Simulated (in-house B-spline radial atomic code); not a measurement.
The numbers below are computed, except where a source is named.
## Light and heavy implants in Si at 30 keV

The pair potential comes from two frozen, spherical free-atom densities (PBE, B-spline radial code, scalar-relativistic past argon): electrostatics plus the change in Thomas-Fermi kinetic and Dirac exchange energy where they overlap, the recipe behind the universal ZBL potential, which averages such potentials (from solid-state densities) over many pairs. It is written V = (Z1 Z2 e²/r) φ(r/a), with e² = 14.3996 eV·Å and a = 0.46850 Å/(Z1^0.23 + Z2^0.23); ZBL's fit is φ = 0.18175 e^(−3.1998x) + 0.50986 e^(−0.94229x) + 0.28022 e^(−0.4029x) + 0.02817 e^(−0.20162x). Where φ falls below 4e-4 it is continued as an exponential.

The target, Si, is taken as amorphous, density 2.329 g/cm³ (NSM archive of the Ioffe Institute); nuclear stopping from classical scattering on these potentials, electronic stopping by Lindhard and Scharff, compounds by atom fraction, projected range from N (S_n + S_e) dR_p/dE = 1 − N S_n (M2/M1) R_p/(2E), which runs up to 8 % short of the full integral equation; no channelling. Lindhard and Scharff's S_e can be off by tens of per cent.

```tsv
ion	mass (u)	N S_n (eV/nm)	N S_e (eV/nm)	S_n = S_e at (keV)	path (nm)	projected range (nm)
B	10.81	59.8	113	14	201	117
O	16.0	151	136	34	118	70.9
Mg	24.3	322	148	81	73.6	47.2
S	32.06	505	156	140	54.3	36.7
Cl	35.45	562	154	170	50.7	34.9
In	114.82	1650	153	1700	26.2	21.8
Te	127.6	1720	149	2000	25.7	21.7
```

(1) How do the nuclear share and the range change from the lightest ion to the heaviest?

(2) With a displacement energy of 15 eV taken for illustration, how many displacements per nanometre does Te start at entry, by the rule 0.8 E_damage/(2 E_d)?

Results:

(1) The nuclear share goes from 35 % for B to 92 % for Te, and the projected range from 117 to 21.7 nm, a factor of 5.4. S_e changes by a factor of 1.32, since the heavy ion is slower but has the larger Z1, while S_n grows 29-fold. The heavy ion also keeps its direction better: R_p is 0.84 of the path, against 0.58.

(2) Taking all nuclear loss as damage energy, an upper bound, 0.8 × 1720/(2 × 15) = 45.9 per nm.
